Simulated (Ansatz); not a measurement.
F3H3Si2, SMILES `F[SiH2][SiH](F)F`, relaxed with RKS PBE0-D4/def2-TZVP in Ansatz from a PBE-D4/def2-SVP geometry. The force threshold is 0.005 eV/Å; the program also tests the step.

Charge 0, multiplicity 1.

Start:

```xyz
8

F    -1.956    0.087   -1.160
Si   -1.052   -0.567    0.045
Si    1.054    0.489    0.040
F     1.755    0.266   -1.419
F     0.840    2.096    0.245
H    -1.751   -0.341    1.358
H    -0.903   -2.043   -0.200
H     2.013    0.013    1.091
```

(1) By how much does the energy fall, and how many steps does the optimiser take? (An estimate is asked.)

(2) Which bonds change most? (Best estimate.)

(3) Give the relaxed structure. (An estimate is asked.)

## Answers

(1) The calculation gave: 9.50 kJ/mol, in 6 steps.

(2) Ansatz gave: Si3–F5 from 1.634 to 1.591 Å; Si3–F4 from 1.633 to 1.591 Å; F1–Si2 from 1.642 to 1.602 Å; Si2–H7 from 1.504 to 1.485 Å.

(3) The calculation gave: 
```xyz
8

F    -1.971    0.049   -1.130
Si   -1.055   -0.558    0.034
Si    1.050    0.499    0.028
F     1.757    0.287   -1.382
F     0.870    2.065    0.238
H    -1.734   -0.335    1.336
H    -0.896   -2.016   -0.199
H     1.978    0.008    1.075
```
